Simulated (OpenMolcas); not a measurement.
I⁺: effect of the basis set

```
Program             : OpenMolcas 26.06
Method              : SS-CASPT2, IPEA 0.25 Eh, imaginary shift 0.1 Eh (closed shells correlated: 4d 5s)
Active space        : 4 electrons in 3 orbitals (5p)
State averaging     : 2S+1 = 3 even, 3 roots; 2S+1 = 1 even, 6 roots
Spin-orbit coupling : state interaction with AMFI integrals over the reference wave functions, term energies averaged over their components
```

A. ANO-R1 [6s5p3d1f], X2C, finite nucleus; CASPT2 step of the order of 0.8 core-seconds
B. ANO-RCC-VDZP [6s5p3d1f], DKH2, point nucleus; CASPT2 step about 0.9 core-seconds
C. ANO-R2 [7s6p4d2f1g], X2C, finite nucleus; CASPT2 step of the order of 1.1 core-seconds
D. ANO-RCC-VTZP [7s6p4d2f1g], DKH2, point nucleus; CASPT2 step about 1.4 core-seconds
E. ANO-RCC-VQZP [8s7p5d3f2g], DKH2, point nucleus; CASPT2 step about 1.5 core-seconds
F. ANO-R3 [8s7p5d4f3g2h], X2C, finite nucleus; CASPT2 step about 7 core-seconds

Energies in cm-1 above 5s2 5p4 3P2, the measured ground level; measured values from NIST Handbook of Basic Atomic Spectroscopic Data.

```
      Level      A      B      C      D      E      F  Measured
5s2 5p4 3P2    0.0    0.0    0.0    0.0    0.0    0.0       0.0
5s2 5p4 3P1   6400   6660   6330   6340   6410   6430      7087
5s2 5p4 3P0   6410   6540   6240   6250   6240   6230      6448
5s2 5p4 1D2  14730  14830  13630  13550  13370  13280     13727
5s2 5p4 1S0  30460  30500  29270  29260  28950  28720     29501
```

Deviations, from unrounded energies. A percentage is the sum of absolute deviations over the sum of measured energies, with the sign that they share, or ± where signs differ.

```json
{"Against measurement": "mean absolute deviation (cm-1)", "Levels": "4", "A": "670", "B": "650", "C": "320", "D": "340", "E": "450", "F": "530"}
{"Against measurement": "fine structure of the ground term (%)", "Levels": "2", "A": "-5.3", "B": "±3.8", "C": "-7.2", "D": "-7.0", "E": "-6.5", "F": "-6.5"}
{"Against measurement": "other terms of the ground configuration (%)", "Levels": "2", "A": "+4.6", "B": "+4.8", "C": "-0.8", "D": "-1.0", "E": "-2.1", "F": "-2.9"}
```

C, D lie about equally close to measurement and A furthest from it. The largest miss of C in the table is 5s2 5p4 3P1, by -760 cm-1. The ranking rests on the paired levels alone, and a cruder setting can come out closer through cancelling errors.

The two smallest mean deviations differ by little beside CASPT2's spread within terms, so their order carries little weight.

Among A to F the level of the table that moves most is 5s2 5p4 1S0, by 1800 cm-1 (lowest in F, highest in B). Moves below CASPT2's spread within the term are not significant.

CASPT2 does not keep the components of a term degenerate, so their means are used; among the terms shown or strongly mixed into the levels shown the widest spread is 180 cm-1 (5s2 5p4 1D, F). With the s shell closed, the reference lacks s² → p² mixing. Computed and measured levels are paired by configuration, term and J; levels that our copy of the source lacks, or whose pairing is in doubt (as where it misses far off the trend of its configuration), stay unpaired and out of the deviations. Only configurations of the active space appear.
